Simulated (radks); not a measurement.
Values are calculated unless marked as measured or tabulated.
Dipole-allowed excitations along the series with 46 electrons in [Kr] 4d10. Code: a radial shooting solver on a logarithmic mesh with Libxc functionals. Model: scalar-relativistic Kohn-Sham, LDA (Slater exchange, VWN5 correlation), spin-unpolarised, spherical densities, finite nucleus; Fermi nuclear charge, rms radius of each element as measured or else 0.836 A^(1/3) + 0.57 fm. Time-dependent linear response with the Hartree and adiabatic LDA kernel, continuum included through the Sternheimer equations, no spin-orbit coupling, so fine structure and intercombination lines are absent. Lines are the poles of the dipole polarisability below minus the highest occupied eigenvalue, found on a grid refined at the orbital gaps; the lowest seven at most are given, and weak or close lines can be missed. The first line takes the name of the lowest orbital gap if no other gap lies below it; otherwise a line is named after a gap within 0.6 % of it, if that gap stands alone.

\begin{tabular}{lrrrrrrr}
species & -e(HOMO) (eV) & lowest orbital gap (eV) & first line (eV) & f & strongest line (eV) & its f & static alpha (bohr^3) \\ \hline
I7+ & 139.98 & 4d-5p 60.203 & 61.288 (4d-5p) & 0.989 & 90.257 (unassigned) & 6.07 & 1.063 \\
Xe8+ & 168.00 & 4d-5p 71.109 & 72.270 (4d-5p) & 1.01 & 101.58 (unassigned) & 7.47 & 0.8567 \\
Cs9+ & 197.93 & 4d-5p 82.659 & 83.895 (4d-5p) & 1.02 & 111.92 (unassigned) & 8.27 & 0.7042 \\
\end{tabular}
